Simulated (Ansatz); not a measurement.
Input file:

```yaml
crystal:
  periodic: [false, false, false]
  atoms:
    - { symbol: B, position_ang: [0.087164, -0.395301, -0.40344] }
    - { symbol: F, position_ang: [-0.304769, -0.106081, 2.079027] }
    - { symbol: H, position_ang: [0.977151, 0.382248, -0.308552] }
    - { symbol: H, position_ang: [-0.963204, -0.110434, -0.893132] }
    - { symbol: O, position_ang: [0.366928, -1.694476, -0.039986] }
    - { symbol: C, position_ang: [-0.605387, -2.706098, -0.159889] }
    - { symbol: H, position_ang: [-0.093407, -3.659552, -0.141902] }
    - { symbol: H, position_ang: [-1.3049, -2.666733, 0.666741] }
    - { symbol: H, position_ang: [-1.15345, -2.614862, -1.09024] }
    - { symbol: H, position_ang: [0.283675, -0.802912, 1.976373] }
basis:
  gaussian: { orbitals: "6-31G*" }
hamiltonian:
  xc: hf
relax:
  f_tol: 0.03
  max_steps: 50
output:
  orbitals: {}
```

Run as:

```bash
$ ansatz run input.yaml --threads 1 --pin off --max-ram 2048MiB --backend cpu --events-out ev --progress --plain --runs-dir out
```

Hardware: 1 thread of Arm Neoverse V2 (shared host).

Question: Roughly how long does this run take, and how much memory?

Answer: 33 s, with a peak of 0.15 GiB, for 28 ionic steps.
